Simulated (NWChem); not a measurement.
The numbers come from NWChem runs, not from measurements. System: F₂Sn, charge 0, spin multiplicity 1, at a geometry optimised with B3LYP/def2-SVP with def2 effective core potentials on Sn. The structure started from a generated list of species. Level: CIS/def2-SVPD with def2 effective core potentials on Sn.

Input file:

```
start mol
memory heap 200 mb stack 900 mb global 1100 mb
geometry units angstroms nocenter noautoz
  Sn     0.000000     0.000000     0.346181
  F      1.459591     0.000000    -0.961614
  F     -1.459591     0.000000    -0.961614
  symmetry group C2v
end
basis spherical
  * library def2-svpd
end
ecp
  Sn library def2-ecp
end
dft
  xc hfexch
  semidirect memsize 60000000 filesize 0
  iterations 100
end
tddft
  cis
  nroots 5
  notriplet
  thresh 1e-4
end
task tddft energy
```

Part of the output:

```
             Northwest Computational Chemistry Package (NWChem) 7.3.0
             --------------------------------------------------------

                                NWChem Input Module
                                -------------------

 Scaling coordinates for geometry "geometry" by  1.889725989
 (inverse scale =  0.529177249)

 Turning off AUTOSYM since
 SYMMETRY directive was detected!

                             Geometry "geometry" -> ""
                             -------------------------

 Output coordinates in angstroms (scale by  1.889725989 to convert to a.u.)

  No.       Tag          Charge          X              Y              Z
 ---- ---------------- ---------- -------------- -------------- --------------
    1 Sn                  50.0000     0.00000000     0.00000000     0.34618100
    2 F                    9.0000     1.45959100     0.00000000    -0.96161400
    3 F                    9.0000    -1.45959100     0.00000000    -0.96161400

 Effective nuclear repulsion energy (a.u.)     257.7003022851

            Nuclear Dipole moment (a.u.)
            ----------------------------
        X                 Y               Z
 ---------------- ---------------- ----------------
     0.0000000000     0.0000000000    -0.0000037795

      Symmetry information
      --------------------

 Group name             C2v
 Group number             16
 Group order               4
 No. of unique centers     2

      Symmetry unique atoms

     1    2


 Summary of "ao basis" -> "" (spherical)
 ------------------------------------------------------------------------------
       Tag                 Description            Shells   Functions and Types
 ---------------- ------------------------------  ------  ---------------------
 *                         def2-svpd                  on all atoms

 Summary of "ao basis" -> "ao basis" (spherical)
 ------------------------------------------------------------------------------
       Tag                 Description            Shells   Functions and Types
 ---------------- ------------------------------  ------  ---------------------
 Sn                        def2-svpd                12       32   5s4p3d
 F                         def2-svpd                 9       23   4s3p2d

 Summary of "ao basis" -> "ao basis" (spherical)
 ------------------------------------------------------------------------------
       Tag                 Description            Shells   Functions and Types
 ---------------- ------------------------------  ------  ---------------------
 Sn                        def2-svpd                12       32   5s4p3d
 F                         def2-svpd                 9       23   4s3p2d

      Symmetry analysis of basis
      --------------------------

        a1         31
        a2         10
        b1         23
        b2         14

            General Information
            -------------------
          SCF calculation type: DFT
          Wavefunction type:  closed shell.
          No. of atoms     :     3
          No. of electrons :    40
           Alpha electrons :    20
            Beta electrons :    20
          Charge           :     0
          Spin multiplicity:     1
          Use of symmetry is: off; symmetry adaption is: on
          Maximum number of iterations: 100
          AO basis - number of functions:    78
                     number of shells:    30
          Convergence on energy requested:  1.00D-06
          Convergence on density requested:  1.00D-05
[...]
     Dipole Oscillator Strength                    0.3400375538
     Electric Quadrupole                           0.0000004246
     Magnetic Dipole                               0.0000024265
     Total Oscillator Strength                     0.3400404049

          sigma_e =   1.8826 Angstrom
          sigma_h =   1.6758 Angstrom
         |d_h->e| =   0.0399 Angstrom
            d_exc =   2.4713 Angstrom
            d_CD1 =   0.2467 Angstrom
            d_CD2 =  -1.7393 Angstrom
            d_CD3 =   2.5112 Angstrom
     Pearson C.C. =   0.0391

     Occ.   14  a1  ---  Virt.   21  b2       0.07062
     Occ.   20  a1  ---  Virt.   21  b2      -0.98468
     Occ.   20  a1  ---  Virt.   27  b2       0.07348
     Occ.   20  a1  ---  Virt.   36  b2       0.05509
  ----------------------------------------------------------------------------
  Root   2 singlet b1             0.289823672 a.u.                7.8865 eV
  ----------------------------------------------------------------------------
     Transition Moments    X  1.74333   Y -0.00000   Z -0.00000
     Transition Moments   XX -0.00000  XY  0.00000  XZ  2.47902
     Transition Moments   YY -0.00000  YZ -0.00000  ZZ -0.00000
     Dipole Oscillator Strength                    0.5872244980
     Electric Quadrupole                           0.0000007967
     Magnetic Dipole                               0.0000048665
     Total Oscillator Strength                     0.5872301612

          sigma_e =   2.1820 Angstrom
          sigma_h =   1.6505 Angstrom
         |d_h->e| =   0.4059 Angstrom
            d_exc =   2.6779 Angstrom
            d_CD1 =   0.9375 Angstrom
            d_CD2 =  -1.5103 Angstrom
            d_CD3 =   3.0838 Angstrom
     Pearson C.C. =   0.0665

     Occ.   18  a2  ---  Virt.   21  b2       0.13494
     Occ.   19  b1  ---  Virt.   24  a1      -0.06490
     Occ.   20  a1  ---  Virt.   22  b1      -0.97500
     Occ.   20  a1  ---  Virt.   30  b1       0.08255
  ----------------------------------------------------------------------------
  Root   3 singlet a1             0.304580518 a.u.                8.2881 eV
  ----------------------------------------------------------------------------
     Transition Moments    X -0.00000   Y -0.00000   Z -1.69620
     Transition Moments   XX  0.76231  XY -0.00000  XZ  0.00000
     Transition Moments   YY  0.75645  YZ -0.00000  ZZ -5.09162
     Dipole Oscillator Strength                    0.5842022752
     Electric Quadrupole                           0.0000017170
     Magnetic Dipole                               0.0000000000
     Total Oscillator Strength                     0.5842039922

          sigma_e =   2.3200 Angstrom
          sigma_h =   1.6468 Angstrom
         |d_h->e| =   0.4852 Angstrom
            d_exc =   2.7850 Angstrom
            d_CD1 =   1.1584 Angstrom
            d_CD2 =  -1.4982 Angstrom
            d_CD3 =   3.2702 Angstrom
     Pearson C.C. =   0.0751

     Occ.   17  b2  ---  Virt.   21  b2       0.13335
     Occ.   20  a1  ---  Virt.   23  a1      -0.27343
     Occ.   20  a1  ---  Virt.   24  a1      -0.93143
     Occ.   20  a1  ---  Virt.   29  a1      -0.07032
     Occ.   20  a1  ---  Virt.   31  a1       0.12090
  ----------------------------------------------------------------------------
  Root   4 singlet a1             0.337240655 a.u.                9.1768 eV
  ----------------------------------------------------------------------------
     Transition Moments    X  0.00000   Y  0.00000   Z  0.04174
     Transition Moments   XX  1.11176  XY -0.00000  XZ  0.00000
     Transition Moments   YY  3.21873  YZ -0.00000  ZZ  1.29498
     Dipole Oscillator Strength                    0.0003917486
     Electric Quadrupole                           0.0000002782
     Magnetic Dipole                               0.0000000000
     Total Oscillator Strength                     0.0003920269

          sigma_e =   3.3326 Angstrom
          sigma_h =   1.6120 Angstrom
         |d_h->e| =   0.0982 Angstrom
            d_exc =   3.6773 Angstrom
            d_CD1 =   1.8188 Angstrom
            d_CD2 =  -2.3741 Angstrom
            d_CD3 =   3.7755 Angstrom
     Pearson C.C. =   0.0179

     Occ.   17  b2  ---  Virt.   21  b2       0.06315
     Occ.   20  a1  ---  Virt.   23  a1       0.95027
     Occ.   20  a1  ---  Virt.   24  a1      -0.27084
     Occ.   20  a1  ---  Virt.   25  a1       0.09007
     Occ.   20  a1  ---  Virt.   37  a1      -0.08220
  ----------------------------------------------------------------------------
  Root   5 singlet b1             0.363164813 a.u.                9.8822 eV
  ----------------------------------------------------------------------------
     Transition Moments    X -0.49276   Y -0.00000   Z -0.00000
     Transition Moments   XX  0.00000  XY -0.00000  XZ  0.33392
     Transition Moments   YY  0.00000  YZ -0.00000  ZZ -0.00000
     Dipole Oscillator Strength                    0.0587878377
     Electric Quadrupole                           0.0000000284
     Magnetic Dipole                               0.0000004445
     Total Oscillator Strength                     0.0587883106

          sigma_e =   1.8940 Angstrom
          sigma_h =   1.6344 Angstrom
         |d_h->e| =   1.2360 Angstrom
            d_exc =   2.6667 Angstrom
            d_CD1 =   1.4956 Angstrom
            d_CD2 =  -0.5281 Angstrom
            d_CD3 =   3.9027 Angstrom
     Pearson C.C. =   0.1090

     Occ.   15  b1  ---  Virt.   24  a1      -0.07586
     Occ.   15  b1  ---  Virt.   31  a1       0.06609
     Occ.   16  a1  ---  Virt.   22  b1      -0.05568
     Occ.   17  b2  ---  Virt.   26  a2       0.09106
     Occ.   17  b2  ---  Virt.   43  a2       0.05922
     Occ.   18  a2  ---  Virt.   21  b2       0.93099
     Occ.   18  a2  ---  Virt.   27  b2      -0.13185
     Occ.   18  a2  ---  Virt.   36  b2      -0.07651
     Occ.   19  b1  ---  Virt.   24  a1       0.16956
     Occ.   19  b1  ---  Virt.   29  a1       0.08232
     Occ.   19  b1  ---  Virt.   31  a1      -0.08615
     Occ.   20  a1  ---  Virt.   22  b1       0.12804
     Occ.   20  a1  ---  Virt.   30  b1       0.05891

              Target root =      1
          Target symmetry = none
      Ground state energy =   -412.158307436864
        Excitation energy =      0.212528572862
     Excited state energy =   -411.945778864002

  stored tddft:energy   -411.94577886400225

 Task  times  cpu:       72.4s     wall:       72.4s

 Total times  cpu:       72.4s     wall:       72.4s
```
